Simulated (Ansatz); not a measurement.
Reaction (substitution at a C–Ge bond): `[CH3][GeH2][C]1=CC1` + HI → `IC1=CC1` + `[CH3][GeH3]`

Gas-phase electronic energies from Ansatz, PBE0-D4/def2-TZVP geometries. CCSD(T)/CBS is the MP2 limit (def2-TZVPP, def2-QZVPP) plus CCSD(T) − MP2 in def2-TZVPP, frozen cores. Functionals use def2-TZVPP. Elements past krypton have def2 core potentials. For Ge, I outer-core shells are correlated without core-valence functions, which leaves a few kJ/mol of doubt a bond. Scalar relativity is left out up to krypton. One conformer a species, not always the lowest.

```csv
species,PBE energy (Eh)
`[CH3][GeH2][C]1=CC1`,-2233.67250
HI,-298.29145
`IC1=CC1`,-413.61017
`[CH3][GeH3]`,-2118.34021
```

**Question.** Work out ΔE.

**Answer.** ΔE = (-413.61017) + (-2118.34021) − (-2233.67250) − (-298.29145) = 0.01357 Eh = +8.5 kcal/mol. CCSD(T)/CBS gives +10.9 kcal/mol.

Largest T1 diagnostic among the species: 0.011.

From PBE to PBE0 (25 % exact exchange), in def2-TZVPP and without D4, ΔE moves by +1.6 kcal/mol. In def2-TZVPP, CCSD(T) changes the Hartree–Fock value by −1.4 kcal/mol (the triples alone add −0.6 kcal/mol) and MP2 by −2.2 kcal/mol.
